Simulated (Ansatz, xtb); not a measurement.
CH7B2N+: where a starting geometry ends

The starting geometry of this gas-phase doublet was built from a drawn formula by distance geometry and a force field; its bonds are those of `CB[B][NH3+]`.

```json
{"atom": "C", "x (Å)": "-2.3259", "y (Å)": "0.2391", "z (Å)": "1.0287"}
{"atom": "B", "x (Å)": "-1.9713", "y (Å)": "0.9707", "z (Å)": "-0.3472"}
{"atom": "B", "x (Å)": "-0.4450", "y (Å)": "0.7891", "z (Å)": "-1.0277"}
{"atom": "N", "x (Å)": "0.6171", "y (Å)": "-0.0670", "z (Å)": "-0.3477"}
{"atom": "H", "x (Å)": "-2.2114", "y (Å)": "-0.8378", "z (Å)": "0.9249"}
{"atom": "H", "x (Å)": "-3.3290", "y (Å)": "0.4961", "z (Å)": "1.3160"}
{"atom": "H", "x (Å)": "-1.6593", "y (Å)": "0.5916", "z (Å)": "1.8093"}
{"atom": "H", "x (Å)": "-2.7490", "y (Å)": "1.5922", "z (Å)": "-0.9327"}
{"atom": "H", "x (Å)": "1.4677", "y (Å)": "-0.0544", "z (Å)": "-0.9549"}
{"atom": "H", "x (Å)": "0.2583", "y (Å)": "-1.0487", "z (Å)": "-0.2655"}
{"atom": "H", "x (Å)": "0.8344", "y (Å)": "0.3093", "z (Å)": "0.5595"}
```

Predict what becomes of its bonds when it is optimised with r2SCAN-D4/def2-SVP.

It rearranges to `C[B]B[NH3+]`. Contacts that open: B2–H8 (1.15 → 2.42 Å). Contacts that close: B3–H8 (2.44 → 1.20 Å).

The energy falls by 2.27 eV over 49 steps:

```tsv
step	E − E(last) (eV)
1	2.265
6	1.456
12	1.227
17	0.982
22	0.236
28	0.008
33	0.008
38	0.007
44	0.001
49	0.000
```

Final geometry (Å):

```yaml
atoms:
  - { symbol: C, position_ang: [-2.8235, 0.5102, 1.5084] }
  - { symbol: B, position_ang: [-1.7298, 0.4173, 0.4894] }
  - { symbol: B, position_ang: [-0.6944, 0.4032, -0.7251] }
  - { symbol: N, position_ang: [0.7754, -0.1233, -0.7132] }
  - { symbol: H, position_ang: [-3.1721, -0.4709, 1.8746] }
  - { symbol: H, position_ang: [-3.6822, 0.9814, 0.9835] }
  - { symbol: H, position_ang: [-2.5761, 1.1629, 2.3635] }
  - { symbol: H, position_ang: [-1.0427, 0.8378, -1.7930] }
  - { symbol: H, position_ang: [1.4273, 0.6253, -0.9876] }
  - { symbol: H, position_ang: [0.8978, -0.8630, -1.4194] }
  - { symbol: H, position_ang: [1.1068, -0.5007, 0.1813] }
```

From the same start GFN2-xTB ends elsewhere, at `[BH]B(C)[NH3+]`.

No frequencies were run, so the end isn't proven a minimum. Open shells are spin-unrestricted. Run with Ansatz 0.2.0, 3.5 min on 2 threads of Intel(R) Xeon(R) Platinum 8259CL CPU @ 2.50GHz (Skylake/Cascade Lake), with other jobs on the host.
